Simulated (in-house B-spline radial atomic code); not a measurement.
Removing one electron from Ti10+

Closed shell [Ne] 3s2. Computed with an all-electron radial atomic-structure program (B-spline basis): Koopmans values of Dirac-Hartree-Fock plus a diagonal self-energy, in second order or with its direct term screened (direct RPA, with the hole-particle interaction, or full time-dependent Hartree-Fock), linearised in energy; no-pair Dirac-Coulomb Hamiltonian, finite nucleus. Shifts add to the Koopmans value (the ΔSCF shift is orbital relaxation alone); the final value takes TDHF screening with Breit and QED.

Command:
```bash
python run_mb.py task.json out
```
Settings (nuclear radius in fm, box in bohr, cutoff in hartree):
```
basis_form          2
Z                   22
core_configuration  [Ne] 3s2
rms_radius          3.5921
mass_number         48
speed_of_light      137.036
box_radius          7.237
lmax                7
intervals           62
virtual_cutoff      1936.0
```

Time taken, with all properties: 4.1 s on 1 thread of AMD EPYC 7R43 64-Core Processor, with other jobs on the host.

Energies in eV:

```json
{"subshell": "3s1/2", "Koopmans": "262.91", "ΔSCF shift": "-0.179", "second order": "?", "direct RPA": "?", "hole-particle": "?", "TDHF": "?", "Breit + QED": "?", "final": "?"}
```

What does the self-energy do to 3s1/2?

It shifts the removal energy by 1.960 eV in second order, 1.113 with direct RPA, 1.384 with the hole-particle term and 1.788 with TDHF screening (quasi-particle weight 0.981); Breit and QED add -0.090 eV. The final value is 264.60 eV, against 265.07 ± 0.06 eV (NIST, semi-empirical). The mixing of s² with p² in the ground state is caught to low order only, which falls short in light ions.
